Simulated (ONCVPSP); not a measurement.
Mn: one change to an ONCV potential, before and after

| Property | Result |
| --- | --- |
| Element | manganese (Mn) |
| Generator | ONCVPSP 4.0.1 |
| Type | optimised norm-conserving Vanderbilt (ONCV) |
| Functional | PBE |
| Relativity | scalar-relativistic |
| Frozen core | [Ne] |
| Valence charge | 15 |
| Reference configuration | 3s2 3p6 3d4 (charge +3) |
| Partial waves | 3s: rc 1.15 bohr, ncon 4, nbas 8, qcut 11.7 1/bohr, 2 projectors, debl 1.7 Ha; 3p: rc 0.80 bohr, ncon 4, nbas 9, qcut 11.5 1/bohr, 2 projectors, debl 3.2 Ha; 3d: rc 1.70 bohr, ncon 4, nbas 9, qcut 9.8 1/bohr, 2 projectors, debl 1.3 Ha |
| Local potential | polynomial inside 0.55 bohr (lpopt 5, dvloc0 0 Ha) |
| Core correction | Teter function, fcfact 3.5, rcfact 1.3 |

In the s channel the program set the typed energies aside and used -4.477, 0.250 Ha. In the p channel the program set the typed energies aside and used -3.318, 0.250 Ha. In the d channel the program set the typed energies aside and used -1.514, 0.250 Ha.

Change: p: rc 0.64.

Cutoffs: the cutoffs (Ha) at which the residual kinetic energy of the hardest occupied pseudo-wave falls to 1 and 0.1 mHa per electron; they do not see the model core or the augmentation charge, which bear on the density cutoff. Errors are all-electron minus pseudo energies relative to the spin-unpolarised reference configuration.

Q: What does the change do?

A: The potential gets harder (56 Ha and 102 Ha → 251 Ha and 649 Ha); the errors of the 4 common tests hardly move; neither file shows a bound ghost. A smaller radius makes the pseudo-wave follow the all-electron one further in, where it bends more sharply, so more plane waves are needed.

| quantity | base | changed |
| --- | --- | --- |
| cutoff, loose | 56 Ha | 251 Ha |
| cutoff, tight | 102 Ha | 649 Ha |
| loose cutoff by channel | s 46 Ha, p 56 Ha, d 36 Ha | s 46 Ha, p 251 Ha, d 36 Ha |
| bound ghosts | none | none |
| GHOST(+) flags under 300 eV | none | none |
| error for 3s2 3p6 3d5 4s2, meV [ΔE -56.53 eV] | +41 | +41 |
| error for 3s2 3p6 3d5 4s1, meV [ΔE -48.12 eV] | +59 | +59 |
| error for 3s2 3p6 3d5, meV [ΔE -32.52 eV] | +87 | +87 |
| error for 3s2 3p6 3d5 4p2, meV [ΔE -48.60 eV] | +64 | +64 |
| s: phases at 1.17 bohr within 0.05 rad from the reference energy up to (Ha; the scan ends near 5) | to the end of the scan | to the end of the scan |
| d: phases at 1.73 bohr within 0.05 rad from the reference energy up to (Ha; the scan ends near 5) | 4.8 | 4.8 |
| rms error of d²Exc/dni dnj with the model core, mHa | 1.08 | 1.09 |
